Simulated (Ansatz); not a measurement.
Spin states of FNbO (SMILES [O]=[Nb][F]), each relaxed at B3LYP-D3(BJ)/def2-TZVP; lowest solutions found, singlets restricted, no spin–orbit coupling, no relativity up to Kr.
Multiplicity 3 (charge 0, multiplicity 3):
```xyz
3

Nb     0.3382    -0.1392     0.4712
O      1.1161    -0.2071    -1.0361
F     -1.4874     0.3937     0.4945
```
Multiplicity 1 (charge 0, multiplicity 1):
```tsv
atom	x (Å)	y (Å)	z (Å)
Nb	0.3766	-0.1589	0.5507
O	0.9788	-0.1686	-1.0201
F	-1.3885	0.3748	0.3990
```

Run with Ansatz (an electronic-structure program) with Gaussian orbitals. Values without a source in brackets are computed. In def2 rows elements past Kr take small-core potentials, without spin–orbit coupling.

The energy of multiplicity 1 less that of multiplicity 3 (kcal/mol) and the share of exact exchange:

```csv
functional,exact exchange (%),value
PBE/def2-TZVPP,0,14.39
PBE0/def2-TZVPP,25,19.33
BLYP/def2-TZVPP,0,11.55
B3LYP/def2-TZVPP,20,15.12
BHLYP/def2-TZVPP,50,20.26
r2SCAN/def2-TZVPP,0,20.76
r2SCANh/def2-TZVPP,10,21.98
```

Take the value as linear in the share of exact exchange along PBE and PBE0. Give the slope, say whether the sign turns, and set the other functionals against that line.


Slope: (19.33 − (14.39))/2.5 = 1.98 kcal/mol for each 10 %. The line keeps its sign from 0 to 100 %. At 50 % it gives 24.3 kcal/mol. The LYP pair gives (20.26 − (11.55))/5 = 1.74 for each 10 %. BHLYP, at 50 %, lies -4.0 from the PBE line. B3LYP, at 20 %, lies -3.2 from the PBE line. r2SCAN, with none, stands 6.4 from PBE. The r2SCAN pair gives 1.22 for 10 %.
